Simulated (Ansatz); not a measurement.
A CCSD(T) single point on `N/C=C/CBr`.

```yaml
crystal:
  periodic: [false, false, false]
  atoms:
    - {symbol: N, position_ang: [-0.862961, 1.200598, 1.500993]}
    - {symbol: C, position_ang: [-0.643830, 0.282269, 0.508030]}
    - {symbol: C, position_ang: [0.543324, -0.091766, 0.015621]}
    - {symbol: C, position_ang: [0.665990, -1.144155, -0.994124]}
    - {symbol: Br, position_ang: [1.112453, -0.423604, -2.803547]}
    - {symbol: H, position_ang: [-0.107531, 1.829428, 1.718447]}
    - {symbol: H, position_ang: [-1.771187, 1.628606, 1.533901]}
    - {symbol: H, position_ang: [-1.546727, -0.204649, 0.147978]}
    - {symbol: H, position_ang: [1.453589, 0.398879, 0.348801]}
    - {symbol: H, position_ang: [-0.260001, -1.694094, -1.145690]}
    - {symbol: H, position_ang: [1.482280, -1.838411, -0.809912]}
basis:
  gaussian: {orbitals: def2-SVP}
correlation: {method: ccsd_t}
```

```sh
$ ansatz run in.yaml --threads 4 --pin off --events-out ev --progress --plain --max-ram 10444MiB
```

The program prints (abridged):

```
Functional definition: HF
1197 factors; integrals over basis functions are off by at most 1.4e-3 eV
mean field evaluation 1: about -74651.8952 eV, gradient 2.9e1 eV
mean field evaluation 2: about -74652.0048 eV, gradient 2.9e1 eV
mean field evaluation 4: about -74654.4004 eV, gradient 3.2e0 eV
mean field evaluation 8: about -74654.4345 eV, gradient 2.3e-1 eV
mean field evaluation 16: about -74654.3252 eV, gradient 4.7e-1 eV
mean field -74654.43477387 eV, -2743.4998753464 hartree, gradient 9.3e-6 eV, S^2 0.000000; 0 other end points of the search recorded, 0 dependent functions left out
13 core orbitals not correlated: weight in the atoms' cores, before any rotation towards them, 1.000 or more for the frozen orbitals, at most 0.000 for the correlated occupied ones
reference -74654.43477387 eV, -2743.4998753464 hartree; 20, 20 occupied and 85, 85 virtual orbitals, 1197 factors
second order -21.97710251 eV of doubles, -0.00000000 eV of singles
cycle   1  -22.42806604 eV  change   -4.5e-1 eV  update   9.8e-2
cycle   2  -22.95941302 eV  change   -5.3e-1 eV  update   3.0e-2
cycle   3  -23.07392660 eV  change   -1.1e-1 eV  update   1.5e-2
cycle   4  -23.06865605 eV  change    5.3e-3 eV  update   4.1e-3
cycle   5  -23.06845166 eV  change    2.0e-4 eV  update   1.7e-3
cycle   6  -23.06889938 eV  change   -4.5e-4 eV  update   5.5e-4
cycle   7  -23.06858748 eV  change    3.1e-4 eV  update   1.8e-4
cycle   8  -23.06850976 eV  change    7.8e-5 eV  update   6.2e-5
cycle   9  -23.06852198 eV  change   -1.2e-5 eV  update   2.6e-5
perturbative correction -0.71675687 eV, -0.0263403290 hartree
Total energy: -74678.22005272 eV, -2744.3739682217 hartree
```

Hardware: 4 threads of an Intel Xeon Platinum 8488C on a shared host. Wall time 7 s, peak host memory 0.72 GiB.

Correlation energy per correlated electron: -0.595 eV. T1 diagnostic: 0.0098.
